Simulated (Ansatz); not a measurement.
Ansatz results at the PBE0-D4/def2-TZVP geometry: HOMO–LUMO gap (ωB97M-V/def2-TZVPP) 11.67 eV; LUMO energy (PBE0/def2-TZVPP) -0.30 eV; HOMO energy (PBE0/def2-TZVPP) -8.02 eV.

Each molecule was computed in one conformer, which needn't be the lowest.

(1) Which molecule gave them?
A. `Cl[SiH2]N[SiH2]Cl`
B. `N[SiH](O)[SiH3]`
C. `N[Si]([SiH3])(Cl)Cl`
D. `C=C[Si](O)(O)O`

Results:

(1) C. The others give `Cl[SiH2]N[SiH2]Cl`: 12.30, -0.09, -8.47; `N[SiH](O)[SiH3]`: 11.32, 0.09, -7.42; `C=C[Si](O)(O)O`: 12.01, -0.46, -8.07.
